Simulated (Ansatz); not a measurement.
`OBF` + `CC(C)OB(S)Cl` → `CC(C)OB(O)F` + `SBCl`  (redistribution)

Gas-phase electronic energies from Ansatz, PBE0-D4/def2-TZVP geometries. CBS: MP2 limit from def2 TZ/QZ plus the TZ coupled-cluster correction, frozen cores. This one scheme is used for every species. Functionals use def2-TZVPP. B3LYP here is the variant with VWN-RPA as its local correlation; programs differ in this. One conformer a species, not always the lowest.

```json
{"level": "PBE-D4", "ΔE (kJ/mol)": "3.9", "difference from CCSD(T)/CBS": "2.3"}
{"level": "r2SCAN-D4", "ΔE (kJ/mol)": "-0.5", "difference from CCSD(T)/CBS": "-2.1"}
{"level": "PBE0-D4", "ΔE (kJ/mol)": "0.7", "difference from CCSD(T)/CBS": "-0.9"}
{"level": "B3LYP-D4", "ΔE (kJ/mol)": "2.9", "difference from CCSD(T)/CBS": "1.3"}
{"level": "ωB97X-V", "ΔE (kJ/mol)": "1.7", "difference from CCSD(T)/CBS": "0.1"}
{"level": "ωB97M-V", "ΔE (kJ/mol)": "1.5", "difference from CCSD(T)/CBS": "-0.1"}
{"level": "B2PLYP", "ΔE (kJ/mol)": "0.5", "difference from CCSD(T)/CBS": "-1.1"}
{"level": "PBE", "ΔE (kJ/mol)": "0.5", "difference from CCSD(T)/CBS": "-1.1"}
{"level": "r2SCAN", "ΔE (kJ/mol)": "-1.7", "difference from CCSD(T)/CBS": "-3.3"}
{"level": "PBE0", "ΔE (kJ/mol)": "-2.5", "difference from CCSD(T)/CBS": "-4.1"}
{"level": "B3LYP", "ΔE (kJ/mol)": "-2.4", "difference from CCSD(T)/CBS": "-4.0"}
{"level": "HF/def2-TZVPP", "ΔE (kJ/mol)": "-9.1", "difference from CCSD(T)/CBS": "-10.7"}
{"level": "MP2/def2-TZVPP", "ΔE (kJ/mol)": "5.1", "difference from CCSD(T)/CBS": "3.5"}
{"level": "SCS-MP2/def2-TZVPP", "ΔE (kJ/mol)": "2.8", "difference from CCSD(T)/CBS": "1.2"}
{"level": "CCSD/def2-TZVPP", "ΔE (kJ/mol)": "-2.1", "difference from CCSD(T)/CBS": "-3.7"}
{"level": "CCSD(T)/def2-TZVPP", "ΔE (kJ/mol)": "0.5", "difference from CCSD(T)/CBS": "-1.1"}
{"level": "HF/def2-QZVPP", "ΔE (kJ/mol)": "-8.9", "difference from CCSD(T)/CBS": "-10.5"}
{"level": "MP2/def2-QZVPP", "ΔE (kJ/mol)": "5.8", "difference from CCSD(T)/CBS": "4.2"}
{"level": "SCS-MP2/def2-QZVPP", "ΔE (kJ/mol)": "3.4", "difference from CCSD(T)/CBS": "1.8"}
{"level": "HF/CBS(def2)", "ΔE (kJ/mol)": "-8.9", "difference from CCSD(T)/CBS": "-10.5"}
{"level": "MP2/CBS(def2)", "ΔE (kJ/mol)": "6.2", "difference from CCSD(T)/CBS": "4.6"}
{"level": "CCSD/CBS(def2)", "ΔE (kJ/mol)": "-1.0", "difference from CCSD(T)/CBS": "-2.6"}
{"level": "CCSD(T)/CBS", "ΔE (kJ/mol)": "1.6", "difference from CCSD(T)/CBS": "0"}
```

Largest T1 diagnostic among the species: 0.013.

In def2-TZVPP, CCSD(T) changes the Hartree–Fock value by +9.6 kJ/mol (the triples alone add +2.6 kJ/mol) and MP2 by +14.2 kJ/mol. The D4 term adds +5.3 kJ/mol with B3LYP and +3.2 kJ/mol with PBE0; it sums over pairs of atoms, weighted by their polarisabilities, and B3LYP, whose exchange is more repulsive, gets the larger term.
